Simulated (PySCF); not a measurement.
## Ge⁺: ionisation energy

Ge⁺ [Ar] 3d10 4s2 4p1 (2P) → Ge²⁺ [Ar] 3d10 4s2 (1S), as a difference of total energies. Calculation: PySCF 2.14, in aug-cc-pwCVDZ-PP with ECP10MDF (6s5p4d1f, 48 functions); scalar relativity through the core potential. Correlated levels: valence: 3s2 3p6 3d10 frozen. The calculations carry no spin-orbit coupling.

```csv
method,ionisation energy (eV),error (eV)
UHF,15.230,-0.559
MP2 (valence),15.409,-0.380
SCS-MP2 (valence),15.390,-0.399
CCSD (valence),15.492,-0.297
CCSD(T) (valence),15.507,-0.282
CCSDT (valence),15.513,-0.276
```

Reference: 15.789 eV (measured; NIST levels, between the centres of gravity of the two terms).

Errors of the correlated levels include the incompleteness of this basis and the frozen core.
